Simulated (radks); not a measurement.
The tungsten ion W40+, configuration [Ar] 3d10 4s2 4p4 (the NIST ground configuration). All-electron calculation, Dirac Kohn-Sham, BLYP, spin-unpolarised, spherical densities, finite nucleus; open shells fill j = l - 1/2 first; Fermi nuclear charge, rms radius 5.3658 fm. Program: a radial shooting solver on a logarithmic mesh with Libxc functionals.

Radial electron density D(r) = 4 pi r^2 rho(r):

```
   r/bohr * D(r) (the largest magnitude, 133, reaches the edge; | marks zero)
 0.002541 |           *
  0.00323 |                *
 0.004107 |                     *
 0.005221 |                           *
 0.006637 |                                 *
 0.008437 |                                      *
  0.01073 |                                          *
  0.01363 |                                          *
  0.01733 |                                        *
  0.02204 |                                      *
  0.02801 |                                      *
   0.0359 |                                            *
  0.04563 |                                                   *
  0.05801 |                                                      *
  0.07375 |                                                *
  0.09375 |                                        *
   0.1192 |                                         *
   0.1515 |                                               *
   0.1926 |                                         *
   0.2448 |                        *
   0.3113 |             *
   0.3957 |         *
    0.503 |     *
   0.6395 |*
   0.8129 *
    1.033 *
```

D(r) has 3 maxima, at r = 0.0126, 0.0557, 0.156 bohr, and minima at 0.0245, 0.103 bohr, inside which lie 2.03, 11.05 electrons.
